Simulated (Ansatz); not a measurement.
Stepwise reaction of `[F][Al]([F])[Cl]` with ammonia, as a gas-phase model of exchange steps in deposition or etching. ΔE in kJ/mol; ΔG adds harmonic PBE0-D4 terms to CCSD(T)/CBS, at 1 bar.

Calculated with Ansatz (gas phase, PBE0-D4/def2-TZVP geometries, no zero-point term in ΔE). CCSD(T)/CBS adds triple-zeta CCSD(T) − MP2 to the extrapolated MP2 energy (def2 sets, frozen cores). This one scheme is used for every species. Functionals use def2-TZVPP. B3LYP here is the variant with VWN-RPA as its local correlation; programs differ in this. Each species was taken in one conformer, which may not be the lowest.

```tsv
step	reaction	PBE-D4	B3LYP-D4	ωB97M-V	CCSD(T)/CBS	ΔG(500 K)
1	`[F][Al]([F])[Cl]` + NH₃ → `[NH2][Al]([F])[Cl]` + H–F	77.0	80.7	79.7	79.6	75.8
```

(1) Give the row of step 2, `[NH2][Al]([F])[Cl]` + NH₃ → `[NH2][Al]([NH2])[Cl]` + H–F. (Estimate.)

(2) By hand: ΔE of the 2 steps together at CCSD(T)/CBS.

Answers

(1) Ansatz gave: 
```csv
step,reaction,PBE-D4,B3LYP-D4,ωB97M-V,CCSD(T)/CBS,ΔG(500 K)
2,`[NH2][Al]([F])[Cl]` + NH₃ → `[NH2][Al]([NH2])[Cl]` + H–F,92.7,96.5,95.2,93.2,92.4
```

(2) (79.6) + (93.2) = 172.8 kJ/mol, or 86.4 kJ/mol a step.

In ΔE each step is higher than the one before. All are uphill at CCSD(T)/CBS. ΔG lies between 75.8 and 92.4 kJ/mol a step. PBE-D4 differs from CCSD(T)/CBS by -2.6 to -0.5 kJ/mol a step. Isolated molecules leave out the surface, adducts and barriers. Largest T1 diagnostic: 0.012.
